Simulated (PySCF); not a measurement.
Run record: excited-state job, `[C-]#[N+]c1ccccc1`.

Computed with TDDFT CAM-B3LYP/def2-SVPD, vertical, gas phase, core orbitals frozen in the response (PySCF 2.14.0, density-fitted response routines). Geometry: PBE0-D3(BJ)/def2-SVP. The input is one job of a driver script: a line of settings, then coordinates in Å.

Input:
```
{"job": {"kind": "uv", "xc": "CAM-B3LYP", "basis": "def2-SVPD", "ip": true}, "charge": 0, "multiplicity": 1}
C      3.982654    -0.094958    -0.259460
N      2.806513    -0.113991    -0.254111
C      1.429288    -0.138228    -0.247690
C      0.758777    -1.366696    -0.218642
C     -0.632165    -1.384524    -0.212327
C     -1.351702    -0.189775    -0.234775
C     -0.677138     1.030763    -0.263698
C      0.713501     1.064527    -0.270331
H      1.338222    -2.291074    -0.201592
H     -1.157968    -2.341574    -0.189849
H     -2.443623    -0.209971    -0.229669
H     -1.238155     1.967708    -0.281157
H      1.258139     2.009713    -0.292640
```

Q: What does the run print?

A: 
```
coarse grid: 11768 points
cycle   1  E = -323.9644664735  dE =  1.488e+00  |g| = 2.964e-01  |ddm| = 2.138e+01
cycle   2  E = -323.9722344072  dE = -7.768e-03  |g| = 2.796e-01  |ddm| = 3.490e+00
cycle   3  E = -323.9893936940  dE = -1.716e-02  |g| = 8.762e-02  |ddm| = 9.401e-01
cycle   4  E = -323.9908250583  dE = -1.431e-03  |g| = 4.515e-02  |ddm| = 2.982e-01
cycle   5  E = -323.9912666149  dE = -4.416e-04  |g| = 6.270e-03  |ddm| = 1.761e-01
cycle   6  E = -323.9912764971  dE = -9.882e-06  |g| = 2.049e-03  |ddm| = 4.022e-02
final grid: 116312 points
cycle   7  E = -324.0558255656  dE = -3.049e-05  |g| = 3.288e-03  |ddm| = 2.079e-01
cycle   8  E = -324.0558247079  dE =  8.577e-07  |g| = 3.888e-03  |ddm| = 2.934e-02
cycle   9  E = -324.0558283680  dE = -3.660e-06  |g| = 4.690e-04  |ddm| = 1.486e-02
cycle  10  E = -324.0558284024  dE = -3.439e-08  |g| = 2.545e-04  |ddm| = 2.783e-03
cycle  11  E = -324.0558284160  dE = -1.360e-08  |g| = 8.070e-05  |ddm| = 8.302e-04
cycle  12  E = -324.0558284177  dE = -1.731e-09  |g| = 1.562e-05  |ddm| = 3.980e-04
cycle  13  E = -324.0558284178  dE = -6.776e-11  |g| = 3.345e-06  |ddm| = 2.040e-04
converged SCF energy = -324.0558284178

Static polarisability (au): isotropic 85.898, principal 49.586 86.188 121.922

Singlet excitations
state   eV       nm        f      main configurations
  1   5.2684    235.3   0.00032   H-1->L 0.49, H->L+1 0.49
  2   5.7156    216.9   0.21790   H->L 0.84, H-1->L+1 0.12
  3   6.7675    183.2   0.43383   H->L+1 0.49, H-1->L 0.48
  4   6.8510    181.0   0.64263   H-1->L+1 0.82, H->L 0.10
  5   6.9494    178.4   0.00000   H->L+3 0.48, H-3->L 0.20, H->L+4 0.11
  6   6.9991    177.1   0.03182   H-2->L 0.91
  7   7.0821    175.1   0.00000   H-3->L 0.71, H->L+3 0.15
  8   7.3144    169.5   0.00344   H->L+2 0.95
  9   7.6031    163.1   0.00000   H-1->L+2 0.96
 10   7.9103    156.7   0.00902   H-3->L+1 0.82, H-5->L+1 0.15

Triplet excitations (Tamm-Dancoff, eV): 3.7948 4.6422 4.6738 5.0164
Vertical ionisation energy (delta-SCF) = 9.5121 eV
Vertical electron affinity (delta-SCF) = -0.3132 eV
```

The SCF starts on a coarse grid where the log names one; the energy can jump when the final grid takes over, and dE then counts from the start density on the new grid. H and L stand for HOMO and LUMO; the number after each pair is its weight.

Q: Give the mean polarisability as a volume in Å³, and the ratio of the largest to the smallest principal value.

A: 85.898 au × 0.148185 = 12.73 Å³; 121.922/49.586 = 2.46.

Q: How does the lowest singlet excitation compare with the HOMO–LUMO gap?

A: HOMO -8.79 eV and LUMO -0.36 eV give a gap of 8.43 eV; S1 at 5.27 eV lies 3.16 eV below it.

Main results: HOMO -8.79 eV, LUMO -0.36 eV; lowest singlet 5.27 eV; lowest triplet 3.79 eV (Tamm–Dancoff); mean polarisability 85.9 au.

On Arm Neoverse V1, one thread, no GPU, shared host, this took 2.1 min wall.
Labels such as C1 count atoms from 1, the log's own numbers from 0.
